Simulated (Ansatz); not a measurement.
Reactions of C2H6OSi, SMILES `CC1O[SiH2]1`.

Calculated with Ansatz (gas phase, PBE0-D4/def2-TZVP geometries, no zero-point term in ΔE). CCSD(T)/CBS is the MP2 limit (def2-TZVPP, def2-QZVPP) plus CCSD(T) − MP2 in def2-TZVPP, frozen cores. This one scheme is used for every species. For Se outer-core shells are correlated without core-valence functions, which leaves a few kJ/mol of doubt a bond. Scalar relativity is left out up to krypton. One conformer a species, not always the lowest.

Q: Order these by ΔE at CCSD(T)/CBS, lowest first. (Best estimate.)
A. `CC1O[SiH2]1` → `C1OC[SiH2]1`
B. `CC1O[SiH2]1` + H₂Se → `[SeH]C1O[SiH2]1` + CH₄
C. `CC1O[SiH2]1` → `[SiH3]C1CO1`

A: B (+1.4 kJ/mol), A (+92.9 kJ/mol), C (+109.2 kJ/mol).

Largest T1 diagnostic: 0.013, for `CC1O[SiH2]1`.
